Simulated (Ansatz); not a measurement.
Basis sets compared for cis-NiH2(NH3)2 (NiN₂H₈). The state is a singlet with charge 0. Geometry B3LYP-D4/def2-SVP. Ansatz on 2 threads of Intel Xeon Platinum 8259CL on a shared host; times are rough, and most runs start from earlier orbitals.

```xyz
11

N     0.624   -1.056    1.003
N    -1.239    0.922   -0.353
Ni    0.579    0.127   -0.611
H     0.727    0.926   -1.837
H     1.926   -0.347   -0.964
H     0.796   -2.007    0.665
H    -0.152   -1.107    1.669
H     1.461   -0.797    1.531
H    -1.766    0.728   -1.208
H    -1.115    1.937   -0.332
H    -1.842    0.673    0.437
```

The restricted singlet is unstable towards broken spin symmetry in Hartree–Fock (as tested in another run); at PBE-D4/def2-SVP, PBE-D4/def2-TZVP, PBE0-D4/def2-SVP, PBE0-D4/def2-TZVP this wasn't settled. No other spin state of charge 0 was run.

Binding counts from free atoms (N quartet, Ni triplet, H doublet) in the same basis, without a counterpoise term.

```json
{"level": "PBE-D4/def2-SVP", "functions": "99", "energy (Eh)": "-1621.9693", "HOMO (eV)": "-2.35", "LUMO (eV)": "-0.29", "binding per atom (eV)": "3.11", "wall time": "1.9 s"}
{"level": "PBE0-D4/def2-SVP", "functions": "99", "energy (Eh)": "-1621.9619", "HOMO (eV)": "-3.93", "LUMO (eV)": "0.52", "binding per atom (eV)": "2.95", "wall time": "2.4 s"}
```

Estimate the rows for PBE-D4/def2-TZVP (with forces), PBE0-D4/def2-TZVP.


| level | functions | energy (Eh) | HOMO (eV) | LUMO (eV) | binding per atom (eV) | wall time |
| --- | --- | --- | --- | --- | --- | --- |
| PBE-D4/def2-TZVP (with forces) | 155 | -1622.3496 | -2.98 | -0.70 | 3.09 | 3.8 s |
| PBE0-D4/def2-TZVP | 155 | -1622.3265 | -4.58 | 0.07 | 2.95 | 3.6 s |
